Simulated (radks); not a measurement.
Problem. La+, 56 electrons, occupied as [Xe] 4f1 5d1 (not the ground configuration). Method: Dirac Kohn-Sham, PBE, spin-unpolarised, spherical densities, point nucleus; open shells fill j = l - 1/2 first; computed with a radial shooting solver on a logarithmic mesh with Libxc functionals. Some entries of the table are withheld. Estimate them.

orbital,occ.,eigenvalue (hartree),r(max) (bohr),<r> (bohr)
1s1/2,2,-1422.850,0.01607,0.02507
2s1/2,2,(1),0.09108,(2)
2p1/2,2,-213.4324,0.06950,0.08990
2p3/2,4,-198.2481,0.07466,0.09600
3s1/2,2,-48.29141,0.2605,0.2848
3p1/2,2,-42.85985,0.2472,0.2746
3p3/2,4,-39.89962,0.2585,0.2867
3d3/2,4,-30.39212,0.2082,(3)
3d5/2,6,-29.75860,0.2114,(4)
4s1/2,2,-9.66251,0.6092,0.6555
4p1/2,2,-7.66760,0.6199,0.6766
4p3/2,4,-7.04259,0.6442,0.7039
4d3/2,4,-3.77814,0.6693,(5)
4d5/2,6,-3.67048,0.6774,(6)
5s1/2,2,-1.45604,1.430,1.594
5p1/2,2,-0.93642,1.576,1.809
5p3/2,4,-0.85252,1.647,1.896
5d3/2,1,(7),2.354,3.125
5d5/2,0,(8),2.397,3.185
4f5/2,1,-0.13499,0.7664,1.493
4f7/2,0,-0.12703,0.7723,1.540

Solution. 
(1) 2s1/2 eigenvalue (hartree): -226.3208
(2) 2s1/2 <r> (bohr): 0.1070
(3) 3d3/2 <r> (bohr): 0.2577
(4) 3d5/2 <r> (bohr): 0.2615
(5) 4d3/2 <r> (bohr): 0.7674
(6) 4d5/2 <r> (bohr): 0.7774
(7) 5d3/2 eigenvalue (hartree): -0.22749
(8) 5d5/2 eigenvalue (hartree): -0.22186
